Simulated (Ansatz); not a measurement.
`[CH3][In]([SH])[SiH2]O` + `O[Si](F)(Cl)Cl` → `O[SiH2]O[Si](F)(Cl)Cl` + `[CH3][InH][SH]`  (cleavage of the Si–In bond)

Isolated molecules relaxed with PBE0-D4/def2-TZVP in Ansatz; ΔE leaves out vibrations. CCSD(T)/CBS is the MP2 limit (def2-TZVPP, def2-QZVPP) plus CCSD(T) − MP2 in def2-TZVPP, frozen cores. Functionals use def2-TZVPP. B3LYP here is the variant with VWN-RPA as its local correlation; programs differ in this. def2 core potentials past Kr. For In outer-core shells are correlated without core-valence functions, which leaves a few kJ/mol of doubt a bond. One conformer a species, not always the lowest.

(1) Is it downhill or uphill in electronic energy at CCSD(T)/CBS, and by how much? (Estimate.)

(2) What do these levels give: B3LYP-D4, ωB97M-V, r2SCAN, PBE0, SCS-MP2/def2-TZVPP, CCSD/def2-TZVPP, CCSD(T)/def2-TZVPP, HF/def2-QZVPP, MP2/def2-QZVPP, SCS-MP2/def2-QZVPP, HF/CBS(def2), CCSD/CBS(def2)? (Estimate.)

Largest T1 diagnostic among the species: 0.013.

Results:

(1) The calculation gave: Downhill: ΔE = -26.0 kcal/mol.

(2) The calculation gave: B3LYP-D4 -26.2, ωB97M-V -26.7, r2SCAN -24.8, PBE0 -22.5, SCS-MP2/def2-TZVPP -27.8, CCSD/def2-TZVPP -27.6, CCSD(T)/def2-TZVPP -26.7, HF/def2-QZVPP -33.7, MP2/def2-QZVPP -26.4, SCS-MP2/def2-QZVPP -27.7, HF/CBS(def2) -33.8, CCSD/CBS(def2) -26.9 kcal/mol.

From PBE to PBE0 (25 % exact exchange), in def2-TZVPP and without D4, ΔE moves by −2.5 kcal/mol. The D4 term adds −0.8 kcal/mol with B3LYP and −0.5 kcal/mol with PBE0; it sums over pairs of atoms, weighted by their polarisabilities, and B3LYP, whose exchange is more repulsive, gets the larger term. In def2-TZVPP, CCSD(T) changes the Hartree–Fock value by +6.3 kcal/mol (the triples alone add +0.9 kcal/mol) and MP2 by +6.4 kcal/mol.
